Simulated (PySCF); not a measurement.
Species: C₇H₉FOSi.
Geometry (PBE0-D3(BJ)/def2-SVP, Å), atoms numbered from 1 in this order:
```xyz
19
C7H9FOSi angstrom
F      3.6321    2.3232   -0.2447
C      3.5029    0.9852    0.0162
C      2.0615    0.5595    0.0263
C      1.0396    1.4681   -0.2386
C     -0.2954    1.0649   -0.2287
C     -0.6256   -0.2635    0.0493
O     -1.9002   -0.7147    0.0745
Si    -3.3187    0.1374   -0.2041
C      0.3962   -1.1827    0.3165
C      1.7214   -0.7698    0.3035
H      4.0652    0.4258   -0.7529
H      3.9736    0.7756    0.9935
H      1.2950    2.5064   -0.4553
H     -1.0807    1.7963   -0.4391
H     -3.4723    1.2432    0.7877
H     -4.4048   -0.8633   -0.0471
H     -3.3249    0.7118   -1.5824
H      0.1236   -2.2172    0.5326
H      2.5077   -1.5009    0.5150
```

The closed-shell ground state was solved at several levels (PySCF, density fitting, gas phase, non-relativistic).

```csv
level,basis functions,total energy (Eh),HOMO (eV),LUMO (eV),gap (eV),dipole (D)
wB97X-D/pcSseg-1,222,-736.5259,-8.36,1.30,9.66,1.01
PBE0/pcSseg-1,222,-736.0569,-6.62,-0.43,6.19,0.99
```

What might wB97X-D/def2-SVPD (282 basis functions) give for the same quantities?

Total energy -736.1916 Eh, HOMO -8.36 eV, LUMO 1.23 eV, gap 9.59 eV, dipole 1.08 D.

Over all these levels, which gives the widest orbital gap and which the narrowest?

wB97X-D/pcSseg-1 (range-separated hybrid) has the widest, 9.66 eV, and PBE0/pcSseg-1 (global hybrid, 25 % exact exchange) the narrowest, 6.19 eV. The two share the basis. From the narrowest to the widest the HOMO moves by -1.74 eV and the LUMO by +1.73 eV.

How far do the dipole and the HOMO energy spread over the levels?

The dipole runs from 0.99 to 1.08 D (mean 1.03 D) and the HOMO from -8.36 to -6.62 eV.

One conformer stands for the species.

The pairwise dispersion term of wB97X-D wasn't added to the energies; at a given geometry it leaves orbitals and properties as they are.
